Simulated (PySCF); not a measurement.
Excitation energy of Sn by level of theory

Sn [Kr] 4d10 5s2 5p2 (3P) → Sn [Kr] 4d10 5s1 5p2 5d1 (high-spin determinant), as a difference of total energies. All numbers are calculated (PySCF 2.14, a scalar-relativistic core potential, in aug-cc-pwCVDZ-PP with ECP28MDF (6s5p4d1f, 48 functions)). Correlated levels: valence: 4s2 4p6 4d10 frozen; valence and next inner shell: nothing frozen outside the core potential. The calculations carry no spin-orbit coupling.

```csv
method,excitation energy (eV)
UHF,10.170
LDA,12.097
PBE,11.712
PBE0,11.526
r2SCAN,11.543
TPSS,11.575
B3LYP,11.952
LC-wPBE,11.683
B97-3,11.874
MP2 (valence),10.924
SCS-MP2 (valence),11.161
MP2 (valence and next inner shell),11.816
SCS-MP2 (valence and next inner shell),11.879
```

How much does correlation contribute at MP2 (valence and next inner shell)?

11.816 − (10.170) = 1.646 eV, measured against UHF.

The upper state lies above the first ionisation limit, but in LS coupling its spin forbids autoionisation to the ground ion; at this Z spin-orbit coupling breaks that rule.

The promoted electron is Rydberg-like, and one or two diffuse shells describe it only roughly, which tends to raise the upper state.

In the upper state the promoted electron has a positive orbital energy at LDA, PBE, r2SCAN, TPSS, so the basis confines it.

The determinant of the upper state mixes LS terms, which raises its energy above the lowest term, most at the Hartree-Fock and MP2 levels.
